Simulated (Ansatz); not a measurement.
The same path of C₂H₈F₂N₂Si (15 atoms, charge 0, multiplicity 1) was run twice with different band settings. The coordinate that changes most is the dihedral C1–N2–C4–F6.

Level of theory: RKS PBE/def2-SVP in Ansatz 0.2.0.

Relaxed end points:

```xyz
15
Properties=species:S:1:pos:R:3
C -0.779 0.573 1.305
N 0.018 -0.108 0.284
Si 1.234 -1.346 0.674
C 0.079 0.529 -0.977
N -1.172 0.671 -1.606
F 0.648 1.792 -0.922
F 1.003 -0.226 -1.735
H -1.785 0.814 0.905
H -0.902 -0.088 2.184
H -0.311 1.524 1.646
H 1.106 -2.557 -0.205
H 0.903 -1.735 2.088
H 2.657 -0.857 0.631
H -1.616 -0.239 -1.765
H -1.104 1.203 -2.479
```

```xyz
15
Properties=species:S:1:pos:R:3
C -1.092 0.149 1.085
N 0.082 -0.086 0.249
Si 1.446 -1.103 0.775
C -0.090 0.147 -1.139
N -0.310 1.482 -1.496
F 1.068 -0.369 -1.745
F -1.114 -0.624 -1.693
H -1.912 -0.576 0.886
H -0.814 0.076 2.153
H -1.501 1.168 0.912
H 1.414 -2.511 0.245
H 1.289 -1.152 2.271
H 2.769 -0.479 0.444
H -0.191 2.172 -0.758
H -1.064 1.657 -2.158
```

Common settings: movable images 5; climbing image yes; spring 5.0 eV/Å²; start path through a guess of the saddle point; force threshold 0.03 eV/Å; iteration limit 60; end points relaxed.

| run | optimiser | largest step |
| --- | --- | --- |
| 1 | quadratic models (default) | default |
| 2 | fire | 0.5 Å |

What does each run give, and how far can it be trusted?

Run 1: converged after 14 iterations, highest image 0.179 eV above the first end. A vibrational analysis at the climbing image gives no mode beyond 40i cm⁻¹: the surface is too flat there to confirm a saddle point.
Run 2: not converged after 60 iterations, highest image 0.209 eV above the first end. The band didn't meet its force threshold, so its energies are provisional: the largest band force was still 0.06 eV/Å, and over the last iterations the top stayed at 0.21 eV.
